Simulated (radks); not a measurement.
Values are calculated unless marked as measured or tabulated.
Ru10+, configuration [Ar] 3d10 4s2 4p4. Code: a radial shooting solver on a logarithmic mesh with Libxc functionals. Model: scalar-relativistic Kohn-Sham, LB94 model potential, spin-polarised, spherical densities, finite nucleus; open shells are filled with parallel spins first (spin-orbit coupling, left out, can overturn this in heavy ions); Fermi nuclear charge, rms radius 4.4809 fm. Some entries of the table are withheld. Estimate them.

orbital,occ.,eigenvalue (hartree),<r^2> (bohr^2),r(max) (bohr)
1s down,1,-818.0993,0.001504,0.02171
1s up,1,-818.0984,0.001504,0.02171
2s up,1,-124.5026,0.02485,0.1228
2s down,1,-124.4916,0.02486,0.1228
2p up,3,-112.4697,0.01953,0.09805
2p down,3,-112.4520,0.01954,0.09806
3s up,1,-28.02740,0.1841,0.3614
3s down,1,-28.01838,0.1845,0.3615
3p up,3,-24.05392,0.1864,0.3543
3p down,3,-24.04668,0.1868,0.3545
3d up,5,-17.66021,0.1716,0.2988
3d down,5,-17.65628,0.1721,0.2988
4s up,1,(1),0.9929,0.8777
4s down,1,(2),0.9827,0.8726
4p up,3,-8.26179,1.121,0.9250
4p down,1,-8.21815,1.110,0.9189
4d up,0,-6.37984,1.399,(3)
4d down,0,-6.32661,1.387,(4)
5s up,0,-4.80823,3.497,1.767
5s down,0,-4.77097,3.519,1.769

Answer. 
(1) 4s up eigenvalue (hartree): -9.49259
(2) 4s down eigenvalue (hartree): -9.45884
(3) 4d up r(max) (bohr): 1.015
(4) 4d down r(max) (bohr): 1.007
